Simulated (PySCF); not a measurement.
# Working out the ionisation energy of Ti

Ti [Ar] 3d2 4s2 (3F) → Ti⁺ [Ar] 3d2 4s1 (4F). Computed with PySCF 2.14 in x2c-QZVPPall with one added diffuse shell each of s, p, d, f, g type (12s8p6d4f3g, 121 functions), with the spin-free X2C one-electron Hamiltonian (Gaussian nucleus). Frozen: [Ne]. Energies in hartree (1 hartree = 27.21139 eV):

```json
{"part": "UHF", "Ti (lower)": "-852.761469", "Ti⁺ (upper)": "-852.557283"}
{"part": "MP2 opposite-spin", "Ti (lower)": "-0.230436", "Ti⁺ (upper)": "-0.197055"}
{"part": "MP2 same-spin", "Ti (lower)": "-0.086740", "Ti⁺ (upper)": "-0.081996"}
```

Problem. What does Hartree-Fock give?

Solution. (-852.557283) − (-852.761469) = 0.204186 hartree = 5.556 eV.

Problem. What do MP2 and SCS-MP2 (6/5 opposite-spin, 1/3 same-spin) give?

Solution. The opposite-spin parts differ by 0.908 eV and the same-spin parts by 0.129 eV. MP2: 5.556 + (0.908) + (0.129) = 6.593 eV. SCS-MP2: 5.556 + 1.2 × (0.908) + (0.129)/3 = 6.689 eV.

Measured between the centres of the two terms (NIST): 6.828 eV, so MP2 (valence and next inner shell) is off by -0.235 eV.

What remains against the reference includes basis incompleteness, the frozen core and correlation beyond second order.
